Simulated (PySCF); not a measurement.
SiClH2I, SMILES Cl[SiH2]I.

Coordinates come from a r2SCAN-D4/def2-SVP optimisation. The def2 effective core potentials stand for the cores of I; spin–orbit coupling is left out.

Method: HF/def2-TZVPD (PySCF).

Symmetry labels are those of the subgroup Cs that the program uses (full group Cs).

Q: List the valence orbital energies around the gap with their symmetry. (An estimate is asked for; the answer gives what the named calculation found.)

A: 
```csv
orbital,symmetry,energy (eV)
HOMO−7,A',-19.52
HOMO−6,A",-14.98
HOMO−5,A',-14.89
HOMO−4,A',-13.84
HOMO−3,A",-12.74
HOMO−2,A',-12.04
HOMO−1,A',-10.53
HOMO,A",-10.48
LUMO,A',1.10
LUMO+1,A',1.46
LUMO+2,A",1.57
LUMO+3,A',1.62
```
